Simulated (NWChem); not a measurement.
System: Si4H8O; SMILES [SiH3][SiH]1[SiH2]O[SiH2]1

The following NWChem deck was run.

```
start job
memory heap 200 mb stack 900 mb global 1100 mb
geometry units angstroms noautoz
  Si    -0.378990    -2.523522     0.000000
  Si     0.852515    -0.534009     0.000000
  Si     0.018280     1.202505     1.374935
  O     -0.463904     2.070983     0.000000
  Si     0.018280     1.202505    -1.374935
  H     -0.072477    -3.339246    -1.214978
  H     -1.834115    -2.181095     0.000000
  H     -0.072477    -3.339246     1.214978
  H      2.331640    -0.757183     0.000000
  H      1.012957     1.970565     2.181455
  H     -1.157140     0.883848     2.239118
  H      1.012957     1.970565    -2.181455
  H     -1.157140     0.883848    -2.239118
end
basis spherical
  * library def2-tzvp
end
dft
  xc b3lyp
  iterations 150
  semidirect filesize 400000000
  mulliken
end
task dft energy
```

Parts of the log:

```
             Northwest Computational Chemistry Package (NWChem) 7.3.0
             --------------------------------------------------------

 CS  symmetry detected

                             Geometry "geometry" -> ""
                             -------------------------

 Output coordinates in angstroms (scale by  1.889725989 to convert to a.u.)

  No.       Tag          Charge          X              Y              Z
 ---- ---------------- ---------- -------------- -------------- --------------
    1 Si                  14.0000    -0.39616988     2.57748931     0.00000000
    2 Si                  14.0000     0.81102262     0.57313086     0.00000000
    3 Si                  14.0000    -0.04429166    -1.15309809     1.37493500
    4 O                    8.0000    -0.53701317    -2.01564140     0.00000000
    5 Si                  14.0000    -0.04429166    -1.15309809    -1.37493500
    6 H                    1.0000    -0.07974861     3.38942123    -1.21497800
    7 H                    1.0000    -1.85535590     2.25280304     0.00000000
    8 H                    1.0000    -0.07974861     3.38942123     1.21497800
    9 H                    1.0000     2.29275502     0.77828078     0.00000000
   10 H                    1.0000     0.94096091    -1.93321082     2.18145500
   11 H                    1.0000    -1.21574508    -0.82015461     2.23911800
   12 H                    1.0000     0.94096091    -1.93321082    -2.18145500
   13 H                    1.0000    -1.21574508    -0.82015461    -2.23911800

 Effective nuclear repulsion energy (a.u.)     424.6853422724

      Symmetry information
      --------------------

 Group name             Cs
 Group number              2
 Group order               2
 No. of unique centers     9

                                 NWChem DFT Module
                                 -----------------

 Summary of "ao basis" -> "ao basis" (spherical)
 ------------------------------------------------------------------------------
       Tag                 Description            Shells   Functions and Types
 ---------------- ------------------------------  ------  ---------------------
 Si                        def2-tzvp                13       37   5s5p2d1f
 O                         def2-tzvp                11       31   5s3p2d1f
 H                         def2-tzvp                 4        6   3s1p

      Symmetry analysis of basis
      --------------------------

        a'        136
        a"         91

            General Information
            -------------------
          SCF calculation type: DFT
          Wavefunction type:  closed shell.
          No. of atoms     :    13
          No. of electrons :    72
           Alpha electrons :    36
            Beta electrons :    36
          Charge           :     0
          Spin multiplicity:     1
          Use of symmetry is: on ; symmetry adaption is: on
          Maximum number of iterations: 150
          AO basis - number of functions:   227
                     number of shells:    95
          Convergence on energy requested:  1.00D-06
          Convergence on density requested:  1.00D-05
          Convergence on gradient requested:  5.00D-04

              XC Information
              --------------
                         B3LYP Method XC Potential
                     Hartree-Fock (Exact) Exchange  0.200
                        Slater Exchange Functional  0.800 local
                    Becke 1988 Exchange Functional  0.720 non-local
              Lee-Yang-Parr Correlation Functional  0.810
                  VWN I RPA Correlation Functional  0.190 local

             Grid Information
             ----------------
          Grid used for XC integration:  medium
          Radial quadrature: Mura-Knowles
          Angular quadrature: Lebedev.
          Tag              B.-S. Rad. Rad. Pts. Rad. Cut. Ang. Pts.
          ---              ---------- --------- --------- ---------
          Si                  1.10       88          13.0       590
          O                   0.60       49          13.0       434
          H                   0.35       45          14.0       434
          Grid pruning is: on
          Number of quadrature shells:   538
          Spatial weights used:  Erf1

      Superposition of Atomic Density Guess
      -------------------------------------

 Sum of atomic energies:       -1234.12442284

      Non-variational initial energy
      ------------------------------

 Total energy =   -1235.909197
 1-e energy   =   -2555.852834
 2-e energy   =     895.258294
 HOMO         =      -0.263637
 LUMO         =      -0.015080

      Symmetry analysis of molecular orbitals - initial
      -------------------------------------------------

  Numbering of irreducible representations:

     1 a'          2 a"

  Orbital symmetries:

     1 a'          2 a'          3 a'          4 a"          5 a'
     6 a'          7 a'          8 a"          9 a'         10 a'
    11 a'         12 a'         13 a"         14 a"         15 a'
    16 a"         17 a'         18 a"         19 a'         20 a'
    21 a"         22 a'         23 a'         24 a"         25 a'
    26 a'         27 a'         28 a'         29 a"         30 a'
    31 a"         32 a"         33 a'         34 a'         35 a'
    36 a"         37 a'         38 a'         39 a"         40 a'
    41 a'         42 a"         43 a'         44 a"         45 a'
    46 a'

------------------------------------------------------------
EAF file 0: "./job.aoints.0" size=607125504 bytes
------------------------------------------------------------
               write      read    awrite     aread      wait
               -----      ----    ------     -----      ----
     calls:     1158         0         0         0         0
   data(b): 6.07e+08  0.00e+00  0.00e+00  0.00e+00
   time(s): 0.00e+00  0.00e+00  0.00e+00  0.00e+00  0.00e+00
rate(mb/s): 0.00e+00  0.00e+00
------------------------------------------------------------

     ---------------------------------------------
      Total Density - Mulliken Population Analysis
     ---------------------------------------------

    Atom       Charge   Shell Charges
 -----------   ------   -------------------------------------------------------
    1 Si  14    13.88   2.00  0.59  1.39  0.89  0.50  4.11  1.73  0.51  1.42  0.58  0.07  0.08  0.01
    2 Si  14    14.04   2.00  0.59  1.39  0.90  0.53  4.12  1.73  0.51  1.53  0.62  0.04  0.07  0.01
    3 Si  14    13.47   2.00  0.59  1.39  0.86  0.47  4.11  1.73  0.48  1.16  0.39  0.12  0.13  0.04
    4 O    8     8.85   0.79  1.18  0.59  0.98  0.23  2.04  2.26  0.76  0.00  0.01  0.00
    5 Si  14    13.47   2.00  0.59  1.39  0.86  0.47  4.11  1.73  0.48  1.16  0.39  0.12  0.13  0.04
    6 H    1     1.03   0.22  0.54  0.26  0.01
    7 H    1     1.03   0.22  0.54  0.26  0.01
    8 H    1     1.03   0.22  0.54  0.26  0.01
    9 H    1     1.01   0.22  0.52  0.26  0.01
   10 H    1     1.05   0.23  0.54  0.27  0.01
   11 H    1     1.05   0.23  0.54  0.27  0.01
   12 H    1     1.05   0.23  0.54  0.27  0.01
   13 H    1     1.05   0.23  0.54  0.27  0.01

   convergence    iter        energy       DeltaE   RMS-Dens  Diis-err
 ---------------- ----- ----------------- --------- --------- ---------
 d= 0,ls=0.0,diis     1  -1238.1116469558 -1.66D+03  5.00D-03  1.62D+00
 d= 0,ls=0.0,diis     2  -1237.9551723749  1.56D-01  4.05D-03  2.67D+00
 d= 0,ls=0.0,diis     3  -1238.1899762514 -2.35D-01  1.10D-03  3.66D-01
 d= 0,ls=0.0,diis     4  -1238.2214818986 -3.15D-02  3.19D-04  5.58D-03
 d= 0,ls=0.0,diis     5  -1238.2221157219 -6.34D-04  1.16D-04  1.06D-03
  Resetting Diis
 d= 0,ls=0.0,diis     6  -1238.2222705033 -1.55D-04  2.19D-05  4.21D-05
 d= 0,ls=0.0,diis     7  -1238.2222775709 -7.07D-06  8.38D-06  2.58D-06
 d= 0,ls=0.0,diis     8  -1238.2222774446  1.26D-07  4.47D-06  3.89D-06

         Total DFT energy =    -1238.222277444624
      One electron energy =    -2560.766051331864
           Coulomb energy =      993.293240952849
    Exchange-Corr. energy =      -95.434809337959
 Nuclear repulsion energy =      424.685342272350

 Numeric. integr. density =       72.000014181576

                  Occupations of the irreducible representations
                  ----------------------------------------------

                     irrep           alpha         beta
                     --------     --------     --------
                     a'               24.0         24.0
                     a"               12.0         12.0

                       DFT Final Molecular Orbital Analysis
                       ------------------------------------

 Vector   34  Occ=2.000000D+00  E=-3.088392D-01  Symmetry=a'
              MO Center= -2.6D-01, -1.5D+00,  1.5D-13, r^2= 4.4D+00
   Bfn.  Coefficient  Atom+Function         Bfn.  Coefficient  Atom+Function
  ----- ------------  ---------------      ----- ------------  ---------------
   117      0.305904   4 O  px              120      0.259175   4 O  px
   123      0.180718   4 O  px              212      0.135217  11 H  s
   224      0.135217  13 H  s               211      0.133683  11 H  s
   223      0.133683  13 H  s               205     -0.120251  10 H  s
   206     -0.120140  10 H  s               217     -0.120251  12 H  s

 Vector   35  Occ=2.000000D+00  E=-2.816753D-01  Symmetry=a'
              MO Center=  1.7D-01,  2.0D-01, -8.7D-14, r^2= 5.2D+00
   Bfn.  Coefficient  Atom+Function         Bfn.  Coefficient  Atom+Function
  ----- ------------  ---------------      ----- ------------  ---------------
    53      0.310068   2 Si py              118      0.218986   4 O  py
    16     -0.198905   1 Si py              121      0.182562   4 O  py
   124      0.146327   4 O  py               56      0.125925   2 Si py
    90     -0.120843   3 Si py              158     -0.120843   5 Si py
    44     -0.116911   2 Si py               15      0.109366   1 Si px

 Vector   36  Occ=2.000000D+00  E=-2.639249D-01  Symmetry=a"
              MO Center=  3.4D-01, -2.1D-01,  7.5D-14, r^2= 4.3D+00
   Bfn.  Coefficient  Atom+Function         Bfn.  Coefficient  Atom+Function
  ----- ------------  ---------------      ----- ------------  ---------------
    54      0.325828   2 Si pz               90      0.172489   3 Si py
   158     -0.172489   5 Si py               57      0.167616   2 Si pz
    79      0.131523   3 Si s               147     -0.131523   5 Si s
    45     -0.119654   2 Si pz               91     -0.114479   3 Si pz
   159     -0.114479   5 Si pz               78      0.111146   3 Si s

 Vector   37  Occ=0.000000D+00  E=-4.003296D-02  Symmetry=a'
              MO Center=  1.1D-01, -7.8D-01, -2.5D-13, r^2= 6.7D+00
   Bfn.  Coefficient  Atom+Function         Bfn.  Coefficient  Atom+Function
  ----- ------------  ---------------      ----- ------------  ---------------
    79      0.571169   3 Si s               147      0.571169   5 Si s
    56      0.555009   2 Si py               42     -0.464379   2 Si s
    93      0.452630   3 Si py              161      0.452630   5 Si py
    55      0.345207   2 Si px              200     -0.253439   9 H  s
     5     -0.240857   1 Si s                92      0.239254   3 Si px

 Vector   38  Occ=0.000000D+00  E=-2.858532D-02  Symmetry=a'
              MO Center=  3.3D-01,  2.6D-01, -2.8D-13, r^2= 5.8D+00
   Bfn.  Coefficient  Atom+Function         Bfn.  Coefficient  Atom+Function
  ----- ------------  ---------------      ----- ------------  ---------------
     5      0.826071   1 Si s                55      0.545909   2 Si px
   200     -0.535304   9 H  s                56     -0.476167   2 Si py
    18      0.350789   1 Si px              182     -0.256976   6 H  s
   194     -0.256976   8 H  s                19     -0.222329   1 Si py
   206     -0.217372  10 H  s               218     -0.217372  12 H  s

 Vector   39  Occ=0.000000D+00  E=-2.334533D-02  Symmetry=a"
              MO Center=  3.6D-01,  5.8D-01,  6.9D-14, r^2= 6.7D+00
   Bfn.  Coefficient  Atom+Function         Bfn.  Coefficient  Atom+Function
  ----- ------------  ---------------      ----- ------------  ---------------
    79      0.984605   3 Si s               147     -0.984605   5 Si s
    57     -0.769013   2 Si pz               94     -0.397996   3 Si pz
   162     -0.397996   5 Si pz              182     -0.338317   6 H  s
   194      0.338317   8 H  s                20     -0.323936   1 Si pz
    93      0.306077   3 Si py              161     -0.306077   5 Si py

------------------------------------------------------------
EAF file 0: "./job.aoints.0" size=899678208 bytes
------------------------------------------------------------
               write      read    awrite     aread      wait
               -----      ----    ------     -----      ----
     calls:     1716         7         0     12005     12005
   data(b): 9.00e+08  3.67e+06  0.00e+00  6.29e+09
   time(s): 0.00e+00  0.00e+00  0.00e+00  0.00e+00  0.00e+00
rate(mb/s): 0.00e+00  0.00e+00
------------------------------------------------------------

     ---------------------------------------------
      Total Density - Mulliken Population Analysis
     ---------------------------------------------

    Atom       Charge   Shell Charges
 -----------   ------   -------------------------------------------------------
    1 Si  14    13.88   2.00  0.57  1.40  0.92  0.44  4.13  1.68  0.62  1.46  0.44  0.09  0.10  0.01
    2 Si  14    14.05   2.00  0.57  1.40  0.92  0.50  4.13  1.68  0.61  1.58  0.48  0.06  0.10  0.01
    3 Si  14    13.63   2.00  0.57  1.40  0.90  0.39  4.13  1.68  0.61  1.25  0.28  0.17  0.20  0.05
    4 O    8     8.45   0.79  1.18  0.58  0.93  0.27  1.90  1.96  0.82  0.00  0.02  0.00
    5 Si  14    13.63   2.00  0.57  1.40  0.90  0.39  4.13  1.68  0.61  1.25  0.28  0.17  0.20  0.05
    6 H    1     1.04   0.25  0.54  0.25  0.01
    7 H    1     1.04   0.25  0.54  0.24  0.01
    8 H    1     1.04   0.25  0.54  0.25  0.01
    9 H    1     1.03   0.24  0.53  0.25  0.01
   10 H    1     1.05   0.25  0.54  0.26  0.01
   11 H    1     1.05   0.25  0.54  0.26  0.01
   12 H    1     1.05   0.25  0.54  0.26  0.01
   13 H    1     1.05   0.25  0.54  0.26  0.01

     -------------------------------------------
      Total Density - Lowdin Population Analysis
     -------------------------------------------

    Atom       Charge   Shell Charges
 -----------   ------   -------------------------------------------------------
    1 Si  14    13.88   2.00  0.84  1.10  0.58  0.37  3.85  1.87  0.72  1.31  0.81  0.09  0.31  0.04
    2 Si  14    13.99   2.00  0.84  1.10  0.54  0.36  3.85  1.87  0.72  1.35  0.86  0.06  0.37  0.05
    3 Si  14    13.88   2.00  0.83  1.09  0.53  0.33  3.85  1.87  0.69  1.12  0.63  0.18  0.57  0.18
    4 O    8     8.06   0.87  1.09  0.53  0.57  0.30  1.76  1.90  0.99  0.00  0.04  0.00
    5 Si  14    13.88   2.00  0.83  1.09  0.53  0.33  3.85  1.87  0.69  1.12  0.63  0.18  0.57  0.18
    6 H    1     1.04   0.25  0.47  0.30  0.02
    7 H    1     1.03   0.25  0.47  0.29  0.02
    8 H    1     1.04   0.25  0.47  0.30  0.02
    9 H    1     1.02   0.24  0.46  0.29  0.03
   10 H    1     1.04   0.25  0.47  0.30  0.02
   11 H    1     1.04   0.25  0.47  0.30  0.02
   12 H    1     1.04   0.25  0.47  0.30  0.02
   13 H    1     1.04   0.25  0.47  0.30  0.02

     Multipole analysis of the density
     ---------------------------------

     L   x y z        total         alpha         beta         nuclear
     -   - - -        -----         -----         ----         -------
     0   0 0 0     -0.000000    -36.000000    -36.000000     72.000000

     1   1 0 0      0.248898      0.124449      0.124449     -0.000000
     1   0 1 0      0.401764      0.200882      0.200882      0.000000
     1   0 0 1      0.000000      0.000000      0.000000     -0.000000

[...]
```

Level: B3LYP/def2-TZVP. Structure relaxed at the PBE0/def2-SVP level.
